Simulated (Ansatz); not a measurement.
Ansatz (a first-principles code) input:

Ansatz 0.2 input:
```yaml
crystal:
  periodic: [false, false, false]
  atoms:
    - {symbol: C, position_ang: [-1.92330002, 0.12312021, -0.04656856]}
    - {symbol: C, position_ang: [-0.48321917, 0.28655509, 0.31134987]}
    - {symbol: C, position_ang: [0.52102968, -0.30422997, -0.31309093]}
    - {symbol: C, position_ang: [1.96120219, -0.14016876, 0.04412804]}
    - {symbol: H, position_ang: [-2.04062569, -0.54489934, -0.89641223]}
    - {symbol: H, position_ang: [-2.36286712, 1.08911308, -0.29545033]}
    - {symbol: H, position_ang: [-2.47878093, -0.28305984, 0.79881608]}
    - {symbol: H, position_ang: [-0.28489997, 0.94386166, 1.14903938]}
    - {symbol: H, position_ang: [0.32252116, -0.96200219, -1.15048322]}
    - {symbol: H, position_ang: [2.07818691, 0.52148439, 0.89904116]}
    - {symbol: H, position_ang: [2.51451268, 0.27418171, -0.79878113]}
    - {symbol: H, position_ang: [2.40354806, -1.10685458, 0.28449944]}
basis:
  gaussian:
    orbitals: def2-TZVP
hamiltonian:
  xc: b3lyp
  dispersion: d3bj
relax: {f_tol: 0.002, max_steps: 150}
```

**Question.** Predict the final energy.

**Answer.** -157.30294 Eh (B3LYP-D3(BJ)/def2-TZVP). The basis has 172 functions. The run takes roughly 30 core-seconds.
